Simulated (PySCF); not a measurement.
A GIAO shielding run with PySCF 2.14.0 with density-fitted response routines (density fitting, non-relativistic, gas phase) on `CCCN1CCC[SiH2]1`, C6H15NSi:

```
$ OMP_NUM_THREADS=1 python probes_run.py task.json out

{"job": {"kind": "nmr", "xc": "PBE0", "basis": "pcSseg-1"}, "charge": 0, "multiplicity": 1}
C     -2.477172     0.399609    -0.992607
C     -2.294312    -0.206416     0.387983
C     -1.059896    -1.103480     0.489376
N      0.182417    -0.439047     0.185100
C      0.729336     0.472744     1.171111
C      1.902317     1.209266     0.523225
C      2.698654     0.219491    -0.340519
Si     1.323354    -0.851204    -1.063332
H     -1.594102     0.992684    -1.275795
H     -3.357675     1.058128    -1.036426
H     -2.605525    -0.383266    -1.758327
H     -3.178940    -0.804343     0.667254
H     -2.226690     0.596486     1.142580
H     -1.017258    -1.550961     1.503639
H     -1.184988    -1.951853    -0.206929
H     -0.030667     1.198889     1.512021
H      1.068050    -0.072690     2.079892
H      2.529028     1.697505     1.287046
H      1.500640     2.010179    -0.120686
H      3.342580     0.723573    -1.076076
H      3.348204    -0.415681     0.285975
H      0.885466    -0.458644    -2.444274
H      1.635213    -2.318322    -1.119792
```

Hardware: 1 thread of an Intel Xeon, shared host. The job also computes population analyses, field gradients, ring-centre shieldings.

(1) How large is the calculation?

(2) How long does it take, and how much memory does it need?

(3) And these other runs on the same molecule and hardware: GIAO shielding at B97-2/pcSseg-1?

Answers

(1) 72 electrons, 218 basis functions and 1145 auxiliary functions.

(2) 80 s of wall time, with 12 SCF cycles and 4 response iterations; peak memory 1 GiB. Times on a shared host scatter by some tens of per cent.

(3) B97-2/pcSseg-1: 218 functions, 72 s.
